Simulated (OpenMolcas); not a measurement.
Rh5+ (d4) among equal point charges was computed by CASSCF with the d shell active (OpenMolcas, ANO-RCC-VTZP on the metal). Its lowest spin-free states, and all those of the highest spin:

| 2S+1 | Degeneracy | E (cm-1) |
| --- | --- | --- |
| 5 | 3 | 0.0 |
| 5 | 2 | 2019 |
| 3 | 3 | 20424 |
| 3 | 3 | 21173 |
| 3 | 3 | 22146 |
| 3 | 2 | 22702 |
| 3 | 3 | 24341 |
| 3 | 3 | 25022 |
| 3 | 3 | 25741 |
| 3 | 1 | 25975 |
| 3 | 3 | 26492 |
| 3 | 2 | 27373 |

Problem. Is the site octahedral, tetrahedral or cube-like, axial, or of lower symmetry?

Solution. The states with 2S+1 = 5 have orbital degeneracies 3, 2. Threefold states need a cubic site. For d4 at this spin an octahedron puts the twofold E below the threefold T2 and a tetrahedron or cube puts the threefold T2 below the twofold E, so the site is a tetrahedron or a cube, which this pattern cannot tell apart. The first gap at this spin, 2020 cm-1, is |10Dq| in ligand-field theory. The run had Rh5+ among 4 point charges of -2 e arranged as a tetrahedron (Td), 2.02 Å from the ion.

An orbital triplet at a regular site is open to Jahn-Teller coupling, which can distort the site and quench the lowest spin-orbit gaps and is left out. Without dynamic correlation the repulsion within the d shell is too large (B by tens of per cent), so at a given field states of lower spin stand too high. Point charges give a weaker field than real ligands, and real ions of this kind are as a rule low spin; the high spin found here belongs to the model. The ground term spreads over less than 5000 cm-1, several times less than with real ligands, so orbital moments are less quenched and χT lies further from the spin-only value than at real sites. Point charges carry no covalency, so the field is a model and not that of real ligands. No measured value stands beside these numbers.
